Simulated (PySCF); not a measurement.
Ge₂H₇N.
Bonds: Ge1–N2, N2–Ge3. Hydrogens: H4, H5, H6 on Ge1; H7 on N2; H8, H9, H10 on Ge3.

A GFN2-xTB structure was refined with PBE0-D3(BJ)/def2-SVP geometry optimisation, gas phase in PySCF 2.14.0. Its GFN2-xTB values:

```
coordinate  GFN2-xTB
    Ge1–N2   1.804 Å
    Ge1–H4   1.479 Å
     N2–H7   1.014 Å
Ge1–N2–Ge3    123.2°
 Ge1–N2–H7    115.6°
 N2–Ge1–H4    106.2°
 N2–Ge1–H6    114.6°
 H4–Ge1–H5    111.0°
 H4–Ge1–H6    110.9°
```

Problem. How do these coordinates change at the PBE0-D3(BJ)/def2-SVP level?

Solution. 
```tsv
coordinate	PBE0-D3(BJ)/def2-SVP (Å or °)	change
Ge1–H4	1.539	+0.060
Ge1–N2	1.834	+0.030
N2–H7	1.016	+0.002
Ge1–N2–Ge3	126.7	+3.5
H4–Ge1–H6	108.9	-2.0
N2–Ge1–H6	113.2	-1.4
N2–Ge1–H4	106.8	+0.6
Ge1–N2–H7	115.1	-0.5
H4–Ge1–H5	111.1	+0.1
```

The energy falls by 3.6 kcal/mol over 10 energy and gradient evaluations, the largest force component goes from 0.0194 to 3.9e-04 Eh/bohr, and the atoms move by 0.148 Å rms after alignment. The bond that changes most is Ge1–H4 (ends: germanium bonded to N and 3 H; Ge–H hydrogen), which lengthens by 0.060 Å. Bonds longer at the end by more than 0.005 Å: 8 of 9; shorter: 0. Among the dihedrals that turn most is H4–Ge1–N2–Ge3, from -54° to -38°. Rotational constants go from 21143, 1247, 1213 to 21302, 1171, 1142 MHz.

The run used 113 basis functions and 62 SCF cycles in all.

No frequency check.
